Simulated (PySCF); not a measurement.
Coordinates in bohr (charge 0 multiplicity 1):
```
Ti    0.0000    0.0000    0.5707
O     0.0000    0.0000    3.5854
Cl    3.8162    0.0000   -1.2119
Cl   -3.8162    0.0000   -1.2119
```

These are results of PBE in PySCF with Ti def2-SVP, O def2-SVP, Cl def2-SVP; no relativity; density-fitted integrals, not measurements.

This geometry of TiOCl2 is a stationary point at this level.

**Question.** What is the point group?

**Answer.** C2v.

**Question.** Is it a minimum?

**Answer.** No: it has 1 imaginary mode, at 44i cm⁻¹ (b1).

**Question.** List the harmonic modes with their infrared intensities.

**Answer.** 
| symmetry | ω (cm⁻¹) | IR (km/mol) | type |
| --- | --- | --- | --- |
| b1 | 44i | – | bend |
| a1 | 113 | 2.9 | bend |
| b2 | 213 | 0.1 | bend |
| a1 | 375 | 15.0 | stretch |
| b2 | 511 | 137 | stretch |
| a1 | 1087 | 168 | stretch |

**Question.** What are the dipole moment and the gap between the highest occupied and lowest empty levels?

**Answer.** 0.64 D and 2.87 eV.

**Question.** Give the atomic charges and bond orders.

**Answer.** 
| atom | Mulliken | Löwdin | polar tensor | Mayer order to Ti1 |
| --- | --- | --- | --- | --- |
| Ti1 | 0.78 | 0.07 | 1.78 | – |
| O2 | -0.31 | -0.06 | -0.68 | 2.34 |
| Cl3,4 | -0.23 | -0.01 | -0.55 | 1.24 |

In C2v the vibrations span b1 + 3a1 + 2b2. Here b1 is antisymmetric to the molecular plane and b2 lies in it.

Other isomers or separated fragments may lie lower.
